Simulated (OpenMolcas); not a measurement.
Cr4+ (d2) among equal point charges was computed by CASSCF with the d shell active (OpenMolcas, ANO-RCC-VDZP on the metal). Its lowest spin-free states, and all those of the highest spin:

```tsv
2S+1	Degeneracy	E (cm-1)
3	3	0.0
3	3	4032
3	1	8903
1	3	17070
1	2	18111
3	3	22287
1	3	26530
1	3	28770
1	1	29014
1	2	30708
1	1	64699
```

Task: Is the site octahedral, tetrahedral or cube-like, axial, or of lower symmetry?

Result: The states with 2S+1 = 3 have orbital degeneracies 3, 3, 1, 3. Threefold states need a cubic site. For d2 at this spin an octahedron puts the threefold T1 below the threefold T2 and a tetrahedron or cube puts the single A2 below the threefold T2, so the site is octahedral. The run had Cr4+ among 6 point charges of -1.3 e arranged as an octahedron (Oh), 1.68 Å from the ion.

An orbital triplet at a regular site is open to Jahn-Teller coupling, which can distort the site and quench the lowest spin-orbit gaps and is left out. Without dynamic correlation the repulsion within the d shell is too large (B by tens of per cent), so at a given field states of lower spin stand too high. This field is weak: 10Dq is about 4984 cm-1, while octahedral complexes of 3d ions of charge 3 and more, computed by the same method with explicit ligands, had a median near 15000 cm-1. Ground spin and moment need not be those of a real site. This is an electrostatic model: the charges have no orbitals. No measured value stands beside these numbers.
